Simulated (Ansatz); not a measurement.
Gas-phase electronic energies from Ansatz, PBE0-D4/def2-TZVP geometries. CBS: MP2 limit from def2 TZ/QZ plus the TZ coupled-cluster correction, frozen cores. DFT in def2-TZVPP. B3LYP here is the variant with VWN-RPA as its local correlation; programs differ in this. HSE06 is defined as in plane-wave codes. For Br outer-core shells are correlated without core-valence functions, which leaves a few kJ/mol of doubt a bond. Scalar relativity is left out up to krypton. Each species was taken in one conformer, which may not be the lowest.

`[F][Al]([Cl])[Br]` + `CO[Si]Cl` → `C[O][Al]([F])[Cl]` + `Cl[Si]Br`  (redistribution)

`[F][Al]([Cl])[Br]`:

Cartesian coordinates in Å:
```
F 1.053 -0.188 1.380
Al 0.049 0.004 0.107
Cl -1.693 1.085 0.360
Br 0.591 -0.902 -1.847
```

`CO[Si]Cl`:

Cartesian coordinates in Å:
```
C 0.420 0.650 0.366
O -0.914 0.305 0.055
Si -1.684 -0.943 -0.643
Cl -0.105 -2.264 -1.132
H 1.113 -0.138 0.065
H 0.673 1.576 -0.153
H 0.498 0.815 1.442
```

`C[O][Al]([F])[Cl]`:

```xyz
8

C    -0.795    0.581    0.857
O    -0.223   -0.565    0.287
Al    0.873   -0.882   -0.923
F     1.262   -2.435   -1.257
Cl    1.761    0.636   -2.026
H    -0.564    0.616    1.925
H    -1.883    0.545    0.744
H    -0.431    1.504    0.394
```

`Cl[Si]Br`:

Z-matrix (Å, degrees):
```
Si
Cl 1 2.076
Br 1 2.251 2 101.6
```

```json
{"level": "BLYP-D4", "ΔE (kJ/mol)": "41.0", "difference from CCSD(T)/CBS": "-7.3"}
{"level": "B97M-V", "ΔE (kJ/mol)": "48.9", "difference from CCSD(T)/CBS": "0.6"}
{"level": "r2SCAN0-D4", "ΔE (kJ/mol)": "46.9", "difference from CCSD(T)/CBS": "-1.4"}
{"level": "HSE06-D4", "ΔE (kJ/mol)": "44.8", "difference from CCSD(T)/CBS": "-3.5"}
{"level": "ωB97M-V", "ΔE (kJ/mol)": "49.0", "difference from CCSD(T)/CBS": "0.7"}
{"level": "B3LYP", "ΔE (kJ/mol)": "42.4", "difference from CCSD(T)/CBS": "-5.9"}
{"level": "r2SCAN0", "ΔE (kJ/mol)": "46.6", "difference from CCSD(T)/CBS": "-1.7"}
{"level": "CCSD(T)/def2-TZVPP", "ΔE (kJ/mol)": "48.8", "difference from CCSD(T)/CBS": "0.5"}
{"level": "HF/def2-QZVPP", "ΔE (kJ/mol)": "52.3", "difference from CCSD(T)/CBS": "4.0"}
{"level": "SCS-MP2/def2-QZVPP", "ΔE (kJ/mol)": "48.9", "difference from CCSD(T)/CBS": "0.6"}
{"level": "CCSD(T)/CBS", "ΔE (kJ/mol)": "48.3", "difference from CCSD(T)/CBS": "0"}
```

Largest T1 diagnostic among the species: 0.014.

Leaving LDA and LC-ωPBE aside and taking each functional with its dispersion term where it has one, the values, not all of them listed here, spread over 10.1 kJ/mol, from BLYP-D4 to ωB97X-V. LDA lies +5.4 kJ/mol from PBE without D4. From PBE to PBE0 (25 % exact exchange), in def2-TZVPP and without D4, ΔE moves by +3.5 kJ/mol.
